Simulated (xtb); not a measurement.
F2Si, singlet, geometry from GFN2-xTB; GFN1-xTB (xtb).

xtb was given this input:
```
$ xtb mol.xyz --gfn 1 --ohess --json

# file mol.xyz
3

Si    -0.03685565    -0.01764442     0.62704345
F      1.00111955    -0.63280559    -0.44873539
F     -0.94378855     0.66025247    -0.52666553
```

Q: Write the output that xtb gives for this input, abridged.

A: 
```
   ID    Z sym.   atoms
    1   14 Si     1
    2    9 F      2, 3

           -------------------------------------------------
          |                Calculation Setup                |
           -------------------------------------------------

           -------------------------------------------------
          |                 G F N 1 - x T B                 |
           -------------------------------------------------

          ...................................................
          :                      SETUP                      :
          :.................................................:
          :  # basis functions                  18          :
          :  # atomic orbitals                  17          :
          :  # shells                            7          :
          :  # electrons                        18          :
          :  # halogen bonds                     0          :
          :  max. iterations                   250          :
          :  Hamiltonian                  GFN1-xTB          :
          :  restarted?                      false          :
          :  GBSA solvation                  false          :
          :  PC potential                    false          :
          :  electronic temp.          300.0000000     K    :
          :  accuracy                    1.0000000          :
          :  -> integral cutoff          0.2500000E+02      :
          :  -> integral neglect         0.1000000E-07      :
          :  -> SCF convergence          0.1000000E-05 Eh   :
          :  -> wf. convergence          0.2000000E-04 e    :
          :  Broyden damping             0.4000000          :
          :  net charge                          0          :
          :  unpaired electrons                  0          :
          ...................................................

 iter      E             dE          RMSdq      gap      omega  full diag
   1    -12.2592718 -0.122593E+02  0.757E+00    5.36       0.0  T
   2    -12.2664479 -0.717607E-02  0.414E+00    5.00       1.0  T
   3    -12.2674590 -0.101110E-02  0.557E-01    4.47       1.0  T
   4    -12.2682890 -0.830020E-03  0.254E-01    4.50       1.0  T
   5    -12.2682934 -0.445996E-05  0.238E-02    4.52       2.4  T
   6    -12.2682937 -0.259182E-06  0.262E-04    4.52     220.1  T
   7    -12.2682937 -0.764135E-10  0.143E-04    4.52     403.1  T
   8    -12.2682937 -0.653699E-11  0.401E-06    4.52   14414.0  T

   *** convergence criteria satisfied after 8 iterations ***

         :::::::::::::::::::::::::::::::::::::::::::::::::::::
         ::                     SUMMARY                     ::
         :::::::::::::::::::::::::::::::::::::::::::::::::::::
         :: total energy             -12.248267030442 Eh    ::
         :: gradient norm              0.021270974373 Eh/a0 ::
         :: HOMO-LUMO gap              4.518759742107 eV    ::
         ::.................................................::
         :: SCC energy               -12.268293694978 Eh    ::
         :: -> electrostatic           0.037582081542 Eh    ::
         :: repulsion energy           0.020404535783 Eh    ::
         :: dispersion energy         -0.000377871247 Eh    ::
         :: halogen bond corr.         0.000000000000 Eh    ::
         :: add. restraining           0.000000000000 Eh    ::
         :: total charge              -0.000000000000 e     ::
         :::::::::::::::::::::::::::::::::::::::::::::::::::::

      -----------------------------------------------------------
     |                   =====================                   |
     |                        A N C O P T                        |
     |                   =====================                   |
     |               Approximate Normal Coordinate               |
     |                Rational Function Optimizer                |
      -----------------------------------------------------------
[...]
 * total energy  :   -12.2482670 Eh     change       -0.5684342E-13 Eh
 * total energy  :   -12.2497186 Eh     change       -0.1451540E-02 Eh
 * total energy  :   -12.2504430 Eh     change       -0.7244228E-03 Eh
 * total energy  :   -12.2505097 Eh     change       -0.6674288E-04 Eh
 * total energy  :   -12.2505235 Eh     change       -0.1373689E-04 Eh
 * total energy  :   -12.2505278 Eh     change       -0.4328342E-05 Eh
   *** GEOMETRY OPTIMIZATION CONVERGED AFTER 6 ITERATIONS ***
         :: total energy             -12.250527801186 Eh    ::
[...]
 projected vibrational frequencies (cm⁻¹)
eigval :       -0.00    -0.00    -0.00     0.00     0.00     0.00
eigval :      266.93   741.30   747.43
 reduced masses (amu)
   1: 20.11   2: 20.53   3: 26.36   4: 20.24   5: 23.34   6: 21.37   7: 20.90   8: 23.07
   9: 22.32
 IR intensities (km·mol⁻¹)
   1:  1.10   2:  0.42   3:  3.02   4:  2.63   5:  0.83   6:  1.11   7: 32.98   8:290.41
   9:181.93
 Raman intensities (Ä⁴*amu⁻¹)
   1:  0.00   2:  0.00   3:  0.00   4:  0.00   5:  0.00   6:  0.00   7:  0.00   8:  0.00
   9:  0.00
 output can be read by thermo (or use thermo option).
 writing <g98.out> molden fake output.
 recommended (thermochemical) frequency scaling factor: 1.0
           -------------------------------------------------
          |             Thermodynamic Functions             |
           -------------------------------------------------

c2v symmetry found (for desy threshold:  0.10E+00) used in thermo

          ...................................................
          :                      SETUP                      :
          :.................................................:
          :  # frequencies                           3      :
          :  # imaginary freq.                       0      :
          :  linear?                             false      :
          :  only rotor calc.                    false      :
          :  symmetry                              c2v      :
          :  rotational number                       2      :
          :  scaling factor                  1.0000000      :
          :  rotor cutoff                   50.0000000 cm⁻¹ :
          :  imag. cutoff                  -20.0000000 cm⁻¹ :
          :.................................................:

    mode    ω/cm⁻¹     T·S(HO)/kcal·mol⁻¹    T·S(FR)/kcal·mol⁻¹   T·S(vib)
   ------------------------------------------------------------------------
       1    266.93    -0.48181 ( 99.88%)    -0.55998 (  0.12%)    -0.48191
   ------------------------------------------------------------------------

   temp. (K)  partition function   enthalpy   heat capacity  entropy
                                   cal/mol     cal/K/mol   cal/K/mol   J/K/mol
 298.15  VIB   1.46                  411.202      3.227      2.132
         ROT  0.104E+05              888.752      2.981     21.362
         INT  0.152E+05             1299.954      6.207     23.494
         TR   0.520E+27             1481.254      4.968     38.466
         TOT                        2781.2079    11.1756    61.9596   259.2391

       T/K    H(0)-H(T)+PV         H(T)/Eh          T*S/Eh         G(T)/Eh
   ------------------------------------------------------------------------
    298.15    0.443214E-02    0.843181E-02    0.294390E-01   -0.210072E-01
   ------------------------------------------------------------------------

         :::::::::::::::::::::::::::::::::::::::::::::::::::::
         ::                  THERMODYNAMIC                  ::
         :::::::::::::::::::::::::::::::::::::::::::::::::::::
         :: total free energy         -12.271535008594 Eh   ::
         ::.................................................::
         :: total energy              -12.250527801186 Eh   ::
         :: zero point energy           0.003999674626 Eh   ::
         :: G(RRHO) w/o ZPVE           -0.025006882034 Eh   ::
         :: G(RRHO) contrib.           -0.021007207408 Eh   ::
         :::::::::::::::::::::::::::::::::::::::::::::::::::::

optimized geometry written to: xtbopt.xyz

           -------------------------------------------------
          | TOTAL ENERGY              -12.250527801186 Eh   |
          | TOTAL ENTHALPY            -12.242095989705 Eh   |
          | TOTAL FREE ENERGY         -12.271535008594 Eh   |
          | GRADIENT NORM               0.000454855676 Eh/α |
          | HOMO-LUMO GAP               4.456278384931 eV   |
           -------------------------------------------------

normal termination of xtb
```
